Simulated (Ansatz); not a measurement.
Q: Name a neutral molecule of Bi, C, Cl, O and H with size of the dipole moment (ωB97M-V/def2-TZVPP) between 2.75 and 3.05 D and HOMO–LUMO gap (ωB97M-V/def2-TZVPP) between 10.40 and 10.70 eV (Ansatz, PBE0-D4/def2-TZVP geometry).

A: `C[O][Bi]([Cl])[Cl]` (2.82 D, 10.64 eV). Other molecules can fit too; these were computed, each in one conformer that needn't be the lowest.
